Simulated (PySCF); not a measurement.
# Spinor energies of Br³⁺ (bromine, charge +3)

Start: [Ar] 3d10 4s2 4p2; 4p3/2 filled at m_j = +1/2, +3/2. Calculated with PySCF 2.14 in x2c-TZVPall-2c: generalised Hartree-Fock with the X2C-1e Hamiltonian and a Gaussian nucleus; one run each with spin-orbit coupling (SO) switched off, then screened by Boettger's factors. This is a chosen level, not necessarily the ground level.

| spinor shell | electrons | ε, spin-free (eV) | ε, screened SO (eV) | weight of nominal j (screened SO) | rms radius, screened SO (bohr) |
| --- | --- | --- | --- | --- | --- |
| 1s1/2 | 2 | -13596.7 | -13596.3 | 1.000 | 0.0492 |
| 2s1/2 | 2 | -1864.6 | -1864.5 | 1.000 | 0.205 |
| 2p1/2 | 2 | -1643.8 | -1676.4 | 1.000 | 0.180 |
| 2p3/2 | 4 | -1643.8 | -1628.3 | 1.000 | 0.184 |
| 3s1/2 | 2 | -315.74 | -315.75 | 1.000 | 0.587 |
| 3p1/2 | 2 | -243.48 | -248.44 | 0.998 | 0.600 |
| 3p3/2 | 4 | -243.48 | -241.15 | 0.999 | 0.610 |
| 3d3/2 | 4 | -124.03 | -124.75 | 0.977 | 0.645 |
| 3d5/2 | 6 | -124.03 | -123.58 | 0.985 | 0.648 |
| 4s1/2 | 2 | -59.940 | -59.960 | 0.999 | 1.68 |
| 4p3/2 | 2 | -46.565 | -46.459 | 0.715 | 1.89 |

```csv
quantity,spin-free,screened SO
E (hartree),-2601.92791,-2602.06103
M_J,2,2
⟨J²⟩,6.007,6.004
⟨L²⟩,2.005,2.237
⟨S²⟩,2.002,1.893
```

Each row is a mean over spinors that exchange with the open shell spreads, by up to 6.279 eV (4s1/2).

Rows whose weight is well below 1 are mixtures of j = l ± 1/2: exchange outweighs spin-orbit coupling there, and the label is only the starting occupation.

Without spin-orbit coupling the j labels of p, d and f shells carry no meaning; the spin-free column gives the mean over the occupied spinors of each nl shell.
